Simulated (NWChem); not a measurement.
System meant: SnAsH5; SMILES [AsH2][SnH3]

The following NWChem deck was run.

```
start job
memory heap 200 mb stack 900 mb global 1100 mb
geometry units angstroms noautoz
  Sn    -0.017752    -1.075562     0.000766
  As    -0.042845     1.541280     0.006130
  H     -0.698275    -1.620885    -1.474766
  H     -0.986441    -1.628993     1.301916
  H      1.564586    -1.715399     0.163087
  H      1.129919     1.597714    -0.969914
  H      0.893868     1.590601     1.210839
end
basis spherical
  * library def2-svp
end
dft
  xc b3lyp
  iterations 150
  mulliken
end
task dft energy
```

End of the output:

```
             Grid Information
             ----------------
          Grid used for XC integration:  medium
          Radial quadrature: Mura-Knowles
          Angular quadrature: Lebedev.
          Tag              B.-S. Rad. Rad. Pts. Rad. Cut. Ang. Pts.
          ---              ---------- --------- --------- ---------
          Sn                  1.45      123          10.0       590
          As                  1.15      112          10.0       590
          H                   0.35       45          11.0       434
          Grid pruning is: on
          Number of quadrature shells:   460
          Spatial weights used:  Erf1

          Convergence Information
          -----------------------
          Convergence aids based upon iterative change in
          total energy or number of iterations.
          Levelshifting, if invoked, occurs when the
          HOMO/LUMO gap drops below (HL_TOL):  1.00D-02
          DIIS, if invoked, will attempt to extrapolate
          using up to (NFOCK): 10 stored Fock matrices.

                    Damping( 0%)  Levelshifting(0.5)       DIIS
                  --------------- ------------------- ---------------
          dE  on:    start            ASAP                start
          dE off:    2 iters        150 iters           150 iters

      Screening Tolerance Information
      -------------------------------
          Density screening/tol_rho:  1.00D-10
          AO Gaussian exp screening on grid/accAOfunc:  14
          CD Gaussian exp screening on grid/accCDfunc:  20
          XC Gaussian exp screening on grid/accXCfunc:  20
          Schwarz screening/accCoul:  1.00D-08

      Superposition of Atomic Density Guess
      -------------------------------------

      charge =      50.0 Sn (Tin)

      symmetry species            s     p     d     f
      number of basis functions =10     7     6
      number of cont. functions = 4     4     2
      number of closed shells   = 5     3     2
      number of open shells     = 0     1     0
      open shell occupation     = 0     2     0
 ------------------------------------------------------------------------
 atomscf:atomd: error in atom scf                   0
 ------------------------------------------------------------------------
 ------------------------------------------------------------------------
  current input line :
    20: task dft energy
 ------------------------------------------------------------------------
 ------------------------------------------------------------------------
 This error has not yet been assigned to a category
 ------------------------------------------------------------------------
 For more information see the NWChem manual at https://nwchemgit.github.io

0:atomscf:atomd: error in atom scf:Received an Error in Communication
```

**Question.** Find the fault in this run and fix the input.

**Answer.** The run crashed. Cause: the def2 basis of a heavy element holds valence functions alone and wants its effective core potential (without it all electrons must fit into that basis). This input runs:
```
start job
memory heap 200 mb stack 900 mb global 1100 mb
geometry units angstroms noautoz
  Sn    -0.017752    -1.075562     0.000766
  As    -0.042845     1.541280     0.006130
  H     -0.698275    -1.620885    -1.474766
  H     -0.986441    -1.628993     1.301916
  H      1.564586    -1.715399     0.163087
  H      1.129919     1.597714    -0.969914
  H      0.893868     1.590601     1.210839
end
basis spherical
  * library def2-svp
end
ecp
  Sn library def2-ecp
end
dft
  xc b3lyp
  iterations 150
  mulliken
end
task dft energy
```
It converges to -2452.99814 Ha (B3LYP/def2-SVP with def2 effective core potentials on Sn).
